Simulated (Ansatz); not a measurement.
Basis-set extrapolation for CCl2NOSi, SMILES `O=C=N[Si](Cl)Cl` radical (PBE0-D4/def2-TZVP geometry, frozen core, the Gaussian-basis code of Ansatz). Multiplicity 2, UHF reference.

|  | def2-TZVPP | def2-QZVPP |
| --- | --- | --- |
| HF | -1375.343532 | -1375.385134 |
| MP2 correlation | -1.023365 | -1.112395 |
| CCSD(T) correlation | -1.101952 | not run |

Energies in hartree. Use E(X) = E(∞) + A·exp(−7.88·√X) for Hartree–Fock and E(X) = E(∞) + B·X^(−2.97) for correlation, with X = 3 and 4, and add CCSD(T) minus MP2 of the smaller set to the MP2 limit.

Task: What is the CCSD(T) energy at the basis-set limit?

Result: HF limit: -1375.385134 + (-0.041602) × 0.13774 = -1375.39086. MP2 limit: -1.112395 + (-0.089030) × 0.74074 = -1.17834. Higher-order term: -1.101952 − (-1.023365) = -0.07859. Total: -1376.64779 hartree, 5.51 eV below CCSD(T)/def2-TZVPP.
